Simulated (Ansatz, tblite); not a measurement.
Spin states of LiAlO₂ (the lowest singlet isomer of a short search), each relaxed with r2SCAN-D4/def2-TZVP in Ansatz. Electronic energies in the gas phase.

The xTB rows come from tblite. Correlated methods freeze 7 core orbitals; core or outer-core shells of Li are correlated, in sets that lack core-valence functions. In CCSD on the charge 0 quintet the largest single amplitude is 0.18, so its Hartree–Fock determinant may place the open shell otherwise than the density functionals do. The structure comes from a short search, and lower isomers may exist.

Singlet geometry (C∞v within 0.1 Å):

Cartesian coordinates in Å:
```
Li 0.004 -1.935 -1.523
Al -0.002 0.655 0.515
O 0.003 -0.638 -0.508
O -0.006 1.918 1.515
```

Triplet geometry (Cs within 0.1 Å):

```xyz
4

Li   -0.367    1.766   -1.281
Al    0.713   -0.784    0.494
O     0.351    0.539   -0.454
O    -0.697   -1.521    1.241
```

Quintet geometry:

Cartesian coordinates in Å:
```
Li -0.363 1.424 -0.809
Al 0.502 -0.282 1.102
O 0.769 0.033 -0.608
O -0.907 -1.174 0.314
```

⟨S²⟩: triplet 2.01 at PBE0-D4/def2-TZVP (pure 2.00), quintet 6.02 at PBE0-D4/def2-TZVP (pure 6.00).

Run but left out: HF/STO-3G, HF/def2-TZVP, HF/def2-TZVPP, MP2/def2-TZVP, MP2/def2-TZVPP (quintet: a determinant that CCSD turns far, T1 0.063).

Only these spin states were relaxed. The quintet has other bonds than the singlet, so the gap mixes isomer and spin.

```
                level  triplet − singlet (kJ/mol)  quintet − singlet (kJ/mol)  lowest of these                                                 remarks
             GFN1-xTB                       342.5                       987.6          singlet                                                       –
             GFN2-xTB                       357.6                      1004.8          singlet                                                       –
LDA (SPW92)/def2-TZVP                       236.0                       625.4          singlet                                                       –
     PBE-D4/def2-TZVP                       201.7                       573.2          singlet                                                       –
    BLYP-D4/def2-TZVP                       203.3                       589.5          singlet                                                       –
  r2SCAN-D4/def2-TZVP                       182.6                       561.0          singlet                                                       –
     B97M-V/def2-TZVP                       190.3                       588.8          singlet                                                       –
    PBE0-D4/def2-TZVP                       181.2                       574.9          singlet                                                       –
   BHLYP-D4/def2-TZVP                       157.1                       573.3          singlet                                                       –
    RPA@PBE/def2-TZVP                       193.5                       563.0          singlet                                                       –
      CCSD/def2-TZVPP                       190.6                       616.6          singlet  large T1 (0.023) (singlet), large T1 (0.063) (quintet)
   CCSD(T)/def2-TZVPP                       207.9                       634.3          singlet  large T1 (0.023) (singlet), large T1 (0.063) (quintet)
```

Change of the quintet − singlet gap on mixing in exact exchange, in kJ/mol: PBE to PBE0 (25 % exact exchange) 1.8; BLYP to BHLYP (50 % exact exchange) -16.2.

The xTB methods have no term that favours high spin, so they put low spin too low.
